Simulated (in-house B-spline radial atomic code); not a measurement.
Configurations of As VII (As6+), with energies counted from [Ar] 3d9. All numbers are computed (non-relativistic HSE06, spin-polarised, spherical fractional occupations, exact exchange averaged over the configuration; point nucleus) with an all-electron radial atomic-structure program (B-spline basis), not measured. Shells without spins written out take the highest spin.

Occupations are held fixed; configurations that lie above the ionisation limit could autoionise.

```tsv
configuration	E - E(ref) (eV)	highest orbital	its <r> (bohr)
[Ar] 3d8 4s1	52.926	4s up	1.506
[Ar] 3d8 4p1	67.18	4p up	1.628
[Ne] 3s2 3p5 3d10	94.249	3d down	0.6334
[Ne] 3s2 3p5 3d9 4p1	161.08	4p up	1.627
```

Question: Order these further configurations by energy, lowest first.
A. [Ne] 3s2 3p5 3d9 4s1
B. [Ar] 3d8 4d1
C. [Ne] 3s2 3p5 3d9 4d1
D. [Ar] 3d8 4f1
E. [Ne] 3s2 3p5 3d9 4f1

Answer: B (89.362 eV), D (107.88 eV), A (146.81 eV), C (183.34 eV), E (201.84 eV).
